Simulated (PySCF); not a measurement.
Telling isomers of C11H9N apart by NMR

- GIAO PBE0/pcSseg-1 shieldings
- geometry from PBE0-D3(BJ)/def2-SVP
- J couplings at B3LYP/pcJ-1 (spin–dipole term left out of most H,H and C,H couplings)
- program: PySCF 2.14.0 with density-fitted response routines
- isolated molecule, averaged over atoms made equivalent by symmetry, fast rotation or ring inversion, single conformer, non-relativistic Hamiltonian

Shifts are taken against calculated references (same method and geometry level): TMS for $^{1}$H (31.27 ppm), $^{13}$C (184.41 ppm). Multiplet labels drop J under 1 Hz and among equivalent protons, and merge close values. Unscaled 3J(H,H) run several per cent high. Shifts are as computed. Against solution values, carbons near 30 ppm lie about +2 ppm off and those near 130 ppm about +5 ppm (rms about the fit 1.9 ppm; single classes can miss by 10 ppm). Of 1328 compounds with measured shifts, 309 miss one by over three times the rms of a fit or turn the order of signals round; such compounds aren't used in these exercises. Signals without a measured value on file couldn't be tested in this way; 1H shifts scatter by 0.2 ppm about their fit, and single ones miss by 0.5 ppm.

(1) Tabulate the signals of `c1ccc(-c2cccnc2)cc1`, `c1ccc(-c2ccncc2)cc1` and their relative energies.

(2) What is the quickest way to tell c1ccc(-c2cccnc2)cc1 from c1ccc(-c2ccncc2)cc1?

## Answers

(1) 
```json
{"SMILES": "c1ccc(-c2cccnc2)cc1", "carbon types": "2×C 9×CH", "δC": "154.6, 154.5, 144.4, 141.7, 139.5, 134.6, 133.5, 133.1, 128.2", "δH": "8.96 (d, 1H), 8.79 (dd, 1H), 7.82 (ddd, 1H), 7.65 (m, 2H), 7.62 (m, 2H), 7.53 (m, 1H), 7.33 (dd, 1H)", "E rel. (kcal/mol)": "0.3"}
{"SMILES": "c1ccc(-c2ccncc2)cc1", "carbon types": "2×C 9×CH", "δC": "156.3, 153.8, 145.3, 134.7, 134.5, 133.3, 126.6", "δH": "8.86 (d, 2H), 7.70 (m, 2H), 7.63 (m, 2H), 7.57 (m, 1H), 7.35 (d, 2H)", "E rel. (kcal/mol)": "0.0"}
```

Energies are electronic energies at PBE0/pcSseg-1 on these geometries, without zero-point or thermal terms, each for the one conformer computed, which needn't be the lowest.

(2) Count the carbon signals: 9 against 7. The first has an aromatic CH at 139.5 ppm, the second a substituted aromatic carbon (C) at 153.8 ppm. Their most deshielded carbons lie at 154.6 and 156.3 ppm.
